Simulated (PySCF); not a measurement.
# From a computed spectrum to the compound

A species of 7 atoms with charge 0 has these harmonic modes (PBE0, small Gaussian bases with core potentials, PySCF 2.14.0):

```tsv
cm⁻¹	km/mol	symmetry
158	90.9	
222	196.7	
261	258.3	
282	46.5	
437	62.1	
518	538.2	
552	434.3	
712	268.6	
960	86.9	
1311	572.3	
1423	958.8	
1470	309.7	
1557	108.8	
2843	617.1	
3918	199.1
```

Which species is it, and in which structure?

TbH3(H2O) (singlet in the valence; each metal's 4f electrons, 8 of them, lie in its core potential, out of spins and levels):
```xyz
7

Tb    0.1237   -0.1547    0.1199
H     0.4898    1.8847    0.4803
H    -0.8328   -1.2105    1.5571
H     1.5137   -1.1602   -0.9543
O    -1.1787    1.3342   -1.1010
H    -0.5893    1.9710   -0.5554
H    -1.3786    1.7346   -1.9543
```
Ideal gas at 298.15 K and 1 bar: S = 329.2 J/(mol K), Cp = 85.6 J/(mol K), H − H(0 K) = 17.6 kJ/mol (rigid rotor, harmonic modes, spin degeneracy alone, that of the 4f electrons in the core included). An lcecp potential fixes the number of 4f electrons, so in runs with it no electron can move into or out of that shell.
 The answer isn't unique; the calculation gave this one.
